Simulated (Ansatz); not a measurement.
`[OH][Zr]([OH])([Cl])[Cl]` and `[OH][Hf]([OH])([Cl])[Cl]` differ in one element.

Ansatz, PBE0-D4/def2-TZVP geometries, multiplicity 1. Each molecule was computed in one conformer, which needn't be the lowest.

Elements past krypton have def2 core potentials.

| property | `[OH][Zr]([OH])([Cl])[Cl]` |
| --- | --- |
| HOMO energy (PBE0/def2-TZVPP) / eV | -8.93 |
| HOMO–LUMO gap (PBE/def2-TZVPP) / eV | 5.48 |
| LUMO energy (PBE/def2-TZVPP) / eV | -2.05 |
| LUMO energy (PBE0/def2-TZVPP) / eV | -1.23 |
| size of the dipole moment (B3LYP/def2-TZVPP) / D | 3.91 |
| ideal-gas entropy at 298 K and 1 bar (rigid rotor, harmonic PBE0-D4/def2-TZVP) / J/(mol·K) | 392 |

Q: Give the same properties after the change, and the shifts. (Estimate.)

A: Ansatz gave: 
| property | `[OH][Hf]([OH])([Cl])[Cl]` | shift |
| --- | --- | --- |
| HOMO energy (PBE0/def2-TZVPP) / eV | -8.94 | -0.01 |
| HOMO–LUMO gap (PBE/def2-TZVPP) / eV | 5.97 | 0.49 |
| LUMO energy (PBE/def2-TZVPP) / eV | -1.55 | 0.50 |
| LUMO energy (PBE0/def2-TZVPP) / eV | -0.71 | 0.52 |
| size of the dipole moment (B3LYP/def2-TZVPP) / D | 3.81 | -0.10 |
| ideal-gas entropy at 298 K and 1 bar (rigid rotor, harmonic PBE0-D4/def2-TZVP) / J/(mol·K) | 399 | 7 |

Dipoles are sizes alone; their direction can turn.

B3LYP here is the variant with VWN-RPA as its local correlation; programs differ in this.
